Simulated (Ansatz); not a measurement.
```yaml
crystal:
  periodic: [true, true, true]
  atoms:
    - {symbol: O, position_ang: [-0.541427, 0.815130, -1.669216]}
    - {symbol: Hf, position_ang: [-0.000018, 0.000039, -0.000016]}
    - {symbol: O, position_ang: [1.896801, -0.377599, -0.056811]}
    - {symbol: O, position_ang: [-0.974251, -1.650181, 0.267303]}
    - {symbol: O, position_ang: [-0.381202, 1.212752, 1.458673]}
    - {symbol: H, position_ang: [-1.024708, 1.419740, -2.221593]}
    - {symbol: H, position_ang: [2.790525, -0.280660, -0.366800]}
    - {symbol: H, position_ang: [-1.102326, -2.592345, 0.254123]}
    - {symbol: H, position_ang: [-0.663382, 1.453123, 2.334347]}
basis:
  gaussian: {orbitals: ANO-RCC-VTZP}
hamiltonian: {xc: {name: RPBE}}
output: {forces: true}
```

```sh
$ ansatz run in.yaml --threads 4 --pin off --events-out ev --progress --plain --max-ram 10444MiB
```

(1) How does Ansatz answer? (Best estimate.)

## Answers

(1) Ansatz gave: The input was rejected before any iteration.
```
Error: YAML parse error: error: line 2 column 3: crystal: missing field `lattice` (a structure is typed as `lattice` and `atoms`, a molecule's as `atoms` in Å alone, or read from a run's directory, `checkpoint`)
 --> <input>:2:3
1 | crystal:
2 |   periodic: [true, true, true]
3 |   atoms:
4 |     - {symbol: O, position_ang: [-0.541427, 0.815130, -1.669216]}
```
